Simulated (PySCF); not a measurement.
Point-charge models of `C[Si](C)(C)CS(=O)(=O)Cl` against its computed dipole.

Coordinates (GFN2-xTB, Å) and charges (e) from the PBE0/pcSseg-1 density (PySCF):

```tsv
atom	x	y	z	Mulliken	IAO	Hirshfeld	ESP-fitted
C1	-1.607	1.693	0.352	-0.6121	-0.7202	-0.2153	-0.7828
Si2	-0.552	0.127	0.084	+0.8999	+1.0690	+0.4135	+1.1431
C3	-1.304	-1.010	-1.244	-0.5995	-0.7224	-0.2176	-0.7532
C4	-0.250	-0.761	1.731	-0.6161	-0.7233	-0.2205	-0.8534
C5	1.098	0.781	-0.653	-0.5996	-0.7505	-0.1614	-0.8009
S6	2.209	-0.516	-0.238	+0.9005	+1.9868	+0.5245	+0.7632
O7	2.667	-0.393	1.108	-0.4721	-0.8398	-0.2696	-0.3984
O8	1.721	-1.782	-0.681	-0.4776	-0.8430	-0.2590	-0.4056
Cl9	3.831	-0.106	-1.417	-0.1547	-0.2925	-0.0912	-0.1189
H10	-1.192	2.342	1.116	+0.1401	+0.1564	+0.0432	+0.1810
H11	-1.708	2.278	-0.557	+0.1371	+0.1544	+0.0413	+0.1755
H12	-2.605	1.415	0.669	+0.1418	+0.1586	+0.0438	+0.1716
H13	-2.224	-1.469	-0.896	+0.1408	+0.1576	+0.0441	+0.1640
H14	-0.608	-1.807	-1.493	+0.1701	+0.1743	+0.0360	+0.1930
H15	-1.537	-0.469	-2.158	+0.1363	+0.1524	+0.0412	+0.1644
H16	0.385	-0.177	2.392	+0.1607	+0.1682	+0.0391	+0.2140
H17	-1.178	-0.968	2.258	+0.1453	+0.1589	+0.0468	+0.1923
H18	0.257	-1.705	1.558	+0.1669	+0.1709	+0.0360	+0.2248
H19	1.096	0.860	-1.731	+0.1956	+0.1918	+0.0614	+0.2604
H20	1.496	1.679	-0.203	+0.1967	+0.1923	+0.0636	+0.2660
```

**Question.** Compute μ = Σ q r for each scheme (1 e·Å = 4.803 D) and compare with the dipole of the full density.

**Answer.** The full density gives (-3.23, 2.71, -0.77) D, 4.28 D in size; dipole vectors point from the negative to the positive end.

| scheme | μx | μy | μz | size (D) | share of the full size (%) | angle to the full dipole (°) |
| --- | --- | --- | --- | --- | --- | --- |
| Mulliken | -4.20 | 2.79 | -0.80 | 5.10 | 119 | 6 |
| IAO | -3.31 | 3.78 | -1.53 | 5.25 | 123 | 11 |
| Hirshfeld | -1.75 | 1.97 | -0.75 | 2.74 | 64 | 10 |
| ESP-fitted | -3.30 | 2.72 | -0.74 | 4.34 | 101 | 1 |

**Question.** Which set comes closest?

**Answer.** Length of the difference vector: ESP-fitted 0.08 D, Mulliken 0.97 D, IAO 1.32 D, Hirshfeld 1.65 D. Closest: ESP-fitted. The schemes that divide the density aren't constrained to reproduce the dipole.

**Question.** What is left for the Hirshfeld atoms' own dipoles?

**Answer.** The shares of the density sum to the whole, so what Σ q r misses lies in dipoles about the nuclei. The atomic dipoles sum to (-3.23, 2.71, -0.77) − (-1.75, 1.97, -0.75) = (-1.48, 0.74, -0.02) D, 1.65 D in size.

**Question.** With the origin at the mean of the coordinates, (0.000, 0.001, 0.000) Å, which are the largest single terms, by size, of the IAO dipole along the direction of the full one?

**Answer.** S6 -18.61, O7 +9.92, O8 +9.32, C1 -7.67, Cl9 +3.80 D; all 20 atoms together +5.16 D. The single terms depend on the origin, their sum doesn't.

**Question.** Give the size of the full dipole in other units.

**Answer.** 4.28 D = 1.684 au = 0.891 e·Å = 14.28 × 10⁻³⁰ C·m.

Geometry: GFN2-xTB, one conformer, isolated molecule.

The run behind these numbers computed NMR shieldings as well. Time: 60 s wall (with the writing of density and orbital grids); peak memory 1.1 GiB. Hardware: Arm Neoverse V2, one thread, shared host.

The values belong to the conformer `[CH3:1][Si:2]([CH3:3])([CH3:4])[CH2:5][S:6](=[O:7])(=[O:8])[Cl:9]`: C1–Si2–C5–S6 157°, Si2–C5–S6–O7 -82°.
